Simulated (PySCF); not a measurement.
Mapped SMILES: `[CH3:1][N:2]([CH3:3])[C@:4]12[CH2:5][C@H:6]1[CH2:7]2`; H(Xn) means a hydrogen on atom n. Ha(C7) is cis to C5 on the ring; Ha(C5) is cis to C7 on the ring; Hb(C7) is trans to C5 on the ring; Hb(C5) is trans to C7 on the ring.

Geometry: GFN2-xTB; GIAO shifts from PySCF 2.14.0 with density-fitted response routines, gas phase, non-relativistic, averaged over equivalent atoms.

At PBE0/pcSseg-0 (85 basis functions, 17 s wall time on 1 thread of an Arm Neoverse V1, shared host):
```tsv
atoms	δ (ppm)
C1/C3	46.8
C4	37.7
C5/C7	32.6
C6	6.5
N2	12.8
H(C1)/H(C3)	2.47
H(C6)	1.82
Hb(C5)/Hb(C7)	1.40
Ha(C5)/Ha(C7)	0.85
```

Shifts are taken against calculated references (same method and geometry level): ¹³C (σref 195.82), ¹H (σref 33.29) against TMS; ¹⁵N (σref 269.13) against NH3.

What do these become at PBE0/pcSseg-1?

## Answers


| atoms | δ at PBE0/pcSseg-1 | change |
| --- | --- | --- |
| C1/C3 | 44.9 | -1.9 |
| C4 | 39.6 | +1.9 |
| C5/C7 | 30.4 | -2.2 |
| C6 | 5.7 | -0.8 |
| N2 | 31.0 | +18.2 |
| H(C1)/H(C3) | 2.38 | -0.09 |
| H(C6) | 1.94 | +0.12 |
| Hb(C5)/Hb(C7) | 1.42 | +0.02 |
| Ha(C5)/Ha(C7) | 0.28 | -0.57 |

Chemical shifts δ = σref − σ; TMS for ¹³C (σ = 186.93 ppm) and ¹H (σ = 31.72 ppm); NH3 for ¹⁵N (σ = 267.73 ppm), all at this level.

The largest change is at N2 (amine nitrogen). Cost: 174 basis functions, 23 s wall time on 1 thread of an Arm Neoverse V1, shared host. The order of the carbon signals is the same at both levels.

The carbons averaged at δ 32.6 differ by 14 ppm in this conformer. Experimental scales use liquid or dissolved standards, which lie at an offset from isolated NH3 (liquid NH3: subtract about 20 ppm).
